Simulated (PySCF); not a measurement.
Computed spectra and the visible range. Vertical TDDFT excitations of isolated species (PySCF; the level stands beside each; core orbitals frozen in the response), one conformer each, no solvent. Atoms past krypton carry core potentials; spin–orbit coupling is left out. Ions are computed without counter-ions or solvent.

1. `CC(=C=O)S(=O)(=O)[O-]`
2. `FC(F)C=S`
3. `C[CH](C)[BiH2]`
4. `S=c1ccocc1`
5. `[NH2][Ti]([Cl])([Cl])[Cl]`
6. `[CH3][Ta]([CH3])([CH3])=[NH]`

Question: For which of them does the calculation put a singlet between 380 and 750 nm?

Answer: 2 and 4.

1. (CAM-B3LYP/def2-SVPD on a GFN2-xTB geometry) 374 nm (f 0.001); 253 nm (f 0.000); 219 nm (f 0.000); 215 nm (f 0.069); 201 nm (f 0.064). No computed singlet lies in the visible range (380 to 750 nm); the lowest, at 374 nm, stands 0.05 eV above its violet end (3.26 eV); a Tamm–Dancoff triplet lies at 418 nm, without intensity as long as spin–orbit coupling is left out.
2. (PBE0/def2-SVPD on a GFN2-xTB geometry) 546 nm (f 0.000); 213 nm (f 0.000); 196 nm (f 0.236); 184 nm (f 0.001); 179 nm (f 0.065). S1 lies in the visible range (380 to 750 nm), at 546 nm, dark in the vertical dipole picture (f under 0.0005); light of that wavelength is green, and its complementary colour is purple; a Tamm–Dancoff triplet lies at 737 nm, without intensity as long as spin–orbit coupling is left out.
3. (CAM-B3LYP/def2-SVPD on a PBE0-D3(BJ)/def2-SVP geometry) 228 nm (f 0.055); 217 nm (f 0.022); 204 nm (f 0.252); 187 nm (f 0.124); 179 nm (f 0.009).
4. (CAM-B3LYP/def2-SVPD on a PBE0-D3(BJ)/def2-SVP geometry) 487 nm (f 0.000); 287 nm (f 0.429); 267 nm (f 0.001); 261 nm (f 0.000); 208 nm (f 0.122). S1 lies in the visible range (380 to 750 nm), at 487 nm, dark in the vertical dipole picture (f under 0.0005); light of that wavelength is green-blue to blue-green, and its complementary colour is orange to red; a Tamm–Dancoff triplet lies at 565 nm, without intensity as long as spin–orbit coupling is left out.
5. (CAM-B3LYP/def2-SVPD on a PBE0-D3(BJ)/def2-SVP geometry) 341 nm (f 0.004); 299 nm (f 0.011); 288 nm (f 0.000); 271 nm (f 0.011); 257 nm (f 0.009). No computed singlet lies in the visible range (380 to 750 nm); the lowest, at 341 nm, stands 0.37 eV above its violet end (3.26 eV).
6. (PBE0/def2-SVPD on a PBE0-D3(BJ)/def2-SVP geometry) 268 nm (f 0.000); 258 nm (f 0.002 summed over 2 states); 239 nm (f 0.005); 232 nm (f 0.000); 224 nm (f 0.027 summed over 2 states).
